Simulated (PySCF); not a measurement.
Titanium: a sound run and one with changed settings

Sound run: Ti [Ar] 3d2 4s2, Ti+ [Ar] 3d2 4s1. Computed with PySCF 2.14 in cc-pVTZ-DK (7s6p4d2f1g, 68 functions), with the spin-free X2C one-electron Hamiltonian (Gaussian nucleus). The sound run starts from symmetry-adapted Hartree-Fock orbitals and uses a fine grid where one is needed.

Changed run: radial step 0.3 in ln r (0.13 in the sound run). This setting is unsound on purpose.

| species | method | sound run (hartree) | changed run (hartree) | converged |
| --- | --- | --- | --- | --- |
| Ti | UHF | -852.74751 | -852.74751 | yes |
| Ti | PBE0 | -853.51712 | -853.51548 | yes |
| Ti | PBE | -853.48593 | -853.48369 | yes |
| Ti+ | UHF | -852.54329 | -852.54329 | yes |
| Ti+ | PBE0 | -853.27568 | -853.27404 | yes |
| Ti+ | PBE | -853.24004 | -853.23781 | yes |

Ionisation energy of Ti:

```csv
method,sound run (eV),changed run (eV)
UHF,5.557,5.557
PBE0,6.570,6.570
PBE,6.691,6.691
```

A coarse radial grid mis-integrates the density and the exchange-correlation energy, with errors of either sign; Hartree-Fock needs no grid.

For comparison, NIST gives 6.828 eV between the lowest levels.
